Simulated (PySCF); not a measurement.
C2H8Si.

```xyz
11

Si     0.0000     0.0000    -0.5500
C      1.5525     0.0000     0.5124
C     -1.5525     0.0000     0.5124
H      0.0000     1.2076    -1.4373
H      0.0000    -1.2076    -1.4373
H      1.5877    -0.8906     1.1608
H      2.4626     0.0000    -0.1083
H      1.5877     0.8906     1.1608
H     -2.4626     0.0000    -0.1083
H     -1.5877    -0.8906     1.1608
H     -1.5877     0.8906     1.1608
```

The structure is a stationary point at r2SCAN-D4/def2-SVP. The isomer is the one that the SMILES or the coordinates give; other isomers of the formula were not compared.

These are PBE/pcSseg-1 in PySCF values and carry that method's errors. Non-relativistic, no solvent.

Computed absolute GIAO shielding of each atom: isotropic value and principal components (ppm):
| atom | σ(iso) | σ11 | σ22 | σ33 | span |
|---|---|---|---|---|---|
| Si1 | 376.6 | 338.8 | 374.5 | 416.7 | 77.9 |
| C2 | 185.7 | 183.0 | 183.6 | 190.5 | 7.5 |
| C3 | 185.7 | 183.0 | 183.6 | 190.5 | 7.5 |
| H4 | 27.0 | 23.7 | 25.5 | 31.8 | 8.1 |
| H5 | 27.0 | 23.7 | 25.5 | 31.8 | 8.1 |
| H6 | 31.0 | 27.0 | 28.7 | 37.4 | 10.4 |
| H7 | 30.9 | 26.7 | 27.9 | 38.3 | 11.7 |
| H8 | 31.0 | 27.0 | 28.7 | 37.4 | 10.4 |
| H9 | 30.9 | 26.7 | 27.9 | 38.3 | 11.7 |
| H10 | 31.0 | 27.0 | 28.7 | 37.4 | 10.4 |
| H11 | 31.0 | 27.0 | 28.7 | 37.4 | 10.4 |
